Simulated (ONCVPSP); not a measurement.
## An all-electron radial function and its pseudo partner (potassium (K))

Columns: radius, all-electron u(r) and pseudo u(r) of the 3p shell (level -19.60 eV) of potassium in the configuration [Ne] 3s2 3p6 4s0.5 4p0.5; LDA (Perdew-Wang 92), scalar-relativistic, ONCV scheme, ONCVPSP 4.0.1.

```
r (bohr)  all-electron  pseudo
   0.140       -0.3748  0.0295
   0.280       -0.3816  0.1136
   0.420       -0.0799  0.2400
   0.560        0.2705  0.3908
   0.700        0.5548  0.5457
   0.840        0.7450  0.6853
   0.980        0.8490  0.7943
   1.120        0.8860  0.8632
   1.260        0.8762  0.8892
   1.400        0.8363  0.8757
   1.540        0.7788  0.8302
   1.680        0.7125  0.7630
   1.820        0.6433  0.6843
   1.960        0.5750  0.6032
   2.100        0.5099  0.5262
   2.240        0.4493  0.4569
   2.380        0.3939  0.3965
   2.520        0.3439  0.3444
   2.660        0.2992  0.2992
   2.800        0.2596  0.2596
   2.940        0.2247  0.2247
   3.080        0.1941  0.1941
   3.220        0.1675  0.1674
   3.360        0.1442  0.1442
   3.500        0.1241  0.1241
   3.640        0.1067  0.1067
```

(1) How many radial nodes do the two functions have?

(2) At about which radius was the pseudo-wave matched?

(3) Is the pseudo-wave norm-conserving?

Results:

(1) The all-electron 3p function has n − l − 1 = 1; the pseudo-wave has 0, since the states of the same l below it are removed with the core.

(2) 2.80 bohr, where the columns begin to agree (steps of 0.14 bohr).

(3) Yes: the ONCV scheme keeps the norm inside the radius equal to the all-electron one, which fixes the energy derivative of the logarithmic derivative at the level.
